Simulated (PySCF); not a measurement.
## Hg2Se: breathing scan

All numbers come from PBE0 in PySCF with Se def2-TZVP, Hg def2-TZVP with ECP60; scalar-relativistic core potentials, no spin–orbit coupling; density-fitted integrals.

Rigid scan from the singlet minimum (Se–Hg 2.537 Å (×2); Hg–Se–Hg 180.0°). Coordinate: all bonds to the central atom scaled together. Energies in kJ/mol from the minimum.

| scale of all bonds to the centre | E (kJ/mol) |
| --- | --- |
| 0.88 | 100.8 |
| 0.92 | 37.9 |
| 0.96 | 8.1 |
| 1.00 | 0.0 |
| 1.04 | 5.8 |
| 1.08 | 20.1 |
| 1.14 | 49.3 |
| 1.22 | 91.6 |
| 1.35 | 150.1 |

At long bonds a restricted determinant can lie too high, and another spin state can fall below this curve.

Spin–orbit coupling, left out here, can matter for elements this heavy.

The scan took roughly 90 core-seconds on a shared host.
